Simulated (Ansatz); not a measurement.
Ta(OH)2 (H2O2Ta), SMILES [OH][Ta][OH] (connectivity only; charge and spin as stated), neutral, multiplicity 4.

Geometry optimised at r2SCAN-D4/def2-TZVP. The spin state was assumed, not searched. The def2 effective core potentials stand for the cores of Ta; spin–orbit coupling is left out. One conformer was computed; it need not be the lowest.

Two levels are set side by side: PBE/def2-TZVPD (Ansatz, a first-principles code) and CAM-B3LYP/def2-TZVPD (Ansatz). Energy differences of separate SCF runs at the same geometry; the states with an electron removed or added have multiplicity 3 and 3. Differences are taken from unrounded values.

```json
[
 {"quantity": "vertical ionisation energy (eV)", "CAM-B3LYP": "7.07", "PBE": "7.07", "PBE minus CAM-B3LYP": "0.00"},
 {"quantity": "vertical electron affinity (eV)", "CAM-B3LYP": "0.54", "PBE": "0.47", "PBE minus CAM-B3LYP": "-0.07"}
]
```
